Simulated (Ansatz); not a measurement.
Molecule: C$_{6}$H$_{12}$S, charge 0, multiplicity 1. 
Geometry from a B3LYP-D3(BJ)/def2-TZVP (Ansatz, a quantum-chemistry and plane-wave program) optimisation:
SMILES: SC1CCCCC1
```xyz
19

C     -2.1505    -0.7092     0.2910
C     -1.8717     0.7591    -0.0308
C     -0.4356     1.1514     0.3292
C      0.5787     0.2318    -0.3504
C      0.3035    -1.2373    -0.0302
C     -1.1338    -1.6258    -0.3896
S      2.3115     0.7146     0.0040
H     -2.0982    -0.8562     1.3756
H     -3.1653    -0.9775    -0.0124
H     -2.0337     0.9312    -1.1007
H     -2.5749     1.4068     0.4982
H     -0.2362     2.1882     0.0550
H     -0.2999     1.0803     1.4140
H      0.5099     0.3735    -1.4340
H      1.0197    -1.8705    -0.5556
H      0.4669    -1.3980     1.0412
H     -1.2618    -1.5633    -1.4760
H     -1.3142    -2.6678    -0.1148
H      2.2600     0.4992     1.3300
```
Charge 0, spin multiplicity 1.

Computed values are from Ansatz. Cores are frozen in the correlated levels unless marked. Open shells are spin-unrestricted. No spin-orbit coupling. Non-relativistic. CBS marks a two-point X^-3 extrapolation of the correlation energy; Hartree-Fock from the larger set. The bracket is a focal-point correction in the basis named.

```
Quantity                                                                                                                   Result
-------------------------------------  ------------------------------------------------------------------------------------------
atomisation energy De                  7631.1 kJ/mol at RI-MP2/CBS(aug-cc-pV(T+d)Z,aug-cc-pV(Q+d)Z)+[CCSD(T)-MP2]/aug-cc-pV(T+d)Z
total energy                            -633.3324 Eh at RI-MP2/CBS(aug-cc-pV(T+d)Z,aug-cc-pV(Q+d)Z)+[CCSD(T)-MP2]/aug-cc-pV(T+d)Z
dipole moment                                                                                   1.90 D at CCSD(T)/aug-cc-pV(D+d)Z
T1 diagnostic                                                                                       0.010 at CCSD/aug-cc-pV(T+d)Z
measured enthalpy of formation, 298 K  -96.2 kJ/mol (CRC Handbook, as tabulated in the package chemicals; older table, unchecked)
```
